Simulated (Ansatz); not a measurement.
Coupled-cluster diagnostics for the cluster Si₄O, Ansatz.

Geometry of the singlet (PBE0-D4/def2-SVP):

```csv
atom,x (Å),y (Å),z (Å)
O1,0.001,1.869,1.282
Si2,0.021,-1.315,-0.909
Si3,-1.808,-1.133,0.382
Si4,-0.027,0.587,0.420
Si5,1.813,-0.008,-1.175
```

Correlated methods freeze 21 core orbitals. Another isomer (singlet) lies 1.13 eV lower at PBE0-D4/def2-TZVP; other spin states weren't run for this one.

(1) Estimate the CCSD(T) correlation energy, the shares of MP2 and (T), T1 and the reference's ⟨S²⟩ for: charge 0, singlet, own geometry in def2-TZVPP; and the rough time on 4 threads of Intel Xeon 6975P-C on a shared host.

## Answers

(1) 
```json
{"state": "charge 0, singlet, own geometry", "basis": "def2-TZVPP", "correlation (eV)": "-19.947", "MP2 share (%)": "90.9", "(T) share (%)": "6.9", "T1": "0.028", "⟨S²⟩ (pure)": "0.00 (0.00)", "wall time": "12 s", "remarks": "large T1 (0.028), restricted SCF unstable"}
```
Customary marks for T1 are 0.02 (closed shells), 0.045 (open shells) and about 0.05 (3d metals). T1 exceeds 0.02 in 1 of 1 rows and 0.045 in 0; the higher it lies, the less the single-reference result can be trusted.
